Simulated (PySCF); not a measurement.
## Electron correlation in C⁺ (carbon, charge +1)

[He] 2s2 3s1, 2S determinant (an excited configuration). All numbers are calculated (PySCF 2.14, the non-relativistic Hamiltonian (point nucleus), in dyall-acv3z (15s9p4d2f, 76 functions)). Frozen: nothing; 5 electrons correlated; the 5 highest virtual orbitals of each spin left out.

MP2 pair energies summed by pair of shells (mhartree):

```csv
pair,energy,share (%)
2s-2s,-44.53,44.0
1s-1s,-37.65,37.2
2s-3s,-10.21,10.1
1s-2s,-8.36,8.3
1s-3s,-0.44,0.4
```

Total MP2 correlation energy: -101.19 mhartree.

Same-spin part -5.53 and opposite-spin part -95.65 mhartree; SCS-MP2 scales them by 1/3 and 6/5 to -116.63 mhartree.
